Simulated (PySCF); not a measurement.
Static response to an electric field

Species: C4H8F2O.
Structure used (GFN2-xTB), in Å, numbered top down from 1:
```
atom  x, y, z in Å
C1     2.026   -0.276    0.126
O2     0.736   -0.862    0.197
C3    -0.315   -0.123   -0.306
C4    -1.576   -0.970   -0.223
F5    -0.057    0.150   -1.653
C6    -0.475    1.238    0.403
F7    -1.734    1.740    0.232
H8     2.720   -1.077    0.374
H9     2.237    0.089   -0.881
H10    2.138    0.539    0.847
H11   -2.399   -0.446   -0.699
H12   -1.811   -1.160    0.819
H13   -1.396   -1.913   -0.731
H14   -0.320    1.106    1.479
H15    0.222    1.975   -0.007
```

Level: PBE0/def2-SVPD (PySCF), static field, nuclei fixed, core orbitals frozen in the response. The polarisability tensor in these axes (au):

```
x   62.72  0.20  1.26
y    0.20 54.49  0.97
z    1.26  0.97 50.94
```

**Question.** Give the principal values, the mean and the anisotropy Δα = √{½[(α1 − α2)² + (α2 − α3)² + (α1 − α3)²]}.

**Answer.** Principal values 50.58, 54.71 and 62.86 au; mean 56.05 au = 8.31 Å³ = 9.24 × 10⁻⁴⁰ C²·m²/J; Δα = 10.83 au (19 % of the mean).

**Question.** What is the dipole moment, and where does it point?

**Answer.** (1.55, -0.03, 1.44) D, 2.12 D in size, pointing from the negative to the positive side. Measured along this direction, the outermost atoms are H11 at the negative end and H8 at the positive end.

**Question.** Give the principal axes and the span of the nuclei along them.

**Answer.** Largest value along (0.99, 0.04, 0.11), where the nuclei span 5.18 Å; middle along (-0.06, 0.97, 0.23), 3.85 Å; least along (-0.10, -0.24, 0.97), 2.87 Å. The response follows the extents in order.

**Question.** What are the principal values of the traceless quadrupole moment, Θ = ½Σq(3rr − r²1), about the centre of nuclear charge?

**Answer.** -5.36, -2.45, 7.81 D·Å. The values depend on the origin, since the dipole doesn't vanish. The electronic extent ⟨r²⟩ about the same centre is 770 bohr², a root-mean-square distance of 1.93 Å for the 58 electrons.

**Question.** Molar refractivity from α?

**Answer.** Lorentz–Lorenz: R = (4π/3)N_A α = 2.5225 cm³/(mol·Å³) × 8.31 Å³ = 21.0 cm³/mol, in the limit of long wavelengths.

**Question.** Sum over states: ᾱ = Σ f/ω², ω in Eh. What share falls to these 6 lowest TDDFT singlets (eV, f)? 7.78, 0.0026; 8.22, 0.0101; 8.47, 0.0137; 8.79, 0.0095; 8.97, 0.0115; 9.15, 0.0204.

**Answer.** They add up to 0.66 au, 1.2 % of the 56.05 au; the largest single term is 0.18 au, from the state at 9.15 eV. Terms in order: 0.03, 0.11, 0.14, 0.09, 0.11, 0.18 au. Higher excitations give the rest. The strengths listed sum to 0.068.

**Question.** Find the Langevin capture rate constant for H3O+ (19.018 u) meeting this molecule (110.054 u), k = 2.342 × 10⁻⁹ cm³/s × √(α in Å³ / reduced mass in u).

**Answer.** The reduced mass is 16.22 u, so k = 1.68 × 10⁻⁹ cm³/s. The formula leaves out the permanent dipole, which adds to the capture rate.

Isolated species at its GFN2-xTB geometry (one conformer only).

These values come from a run that also computed excited states. Hardware: one thread of an Arm Neoverse N1, shared host with 64 logical CPUs at a one-minute load of 54. Cost: 55 s, 0.86 GiB resident at most.
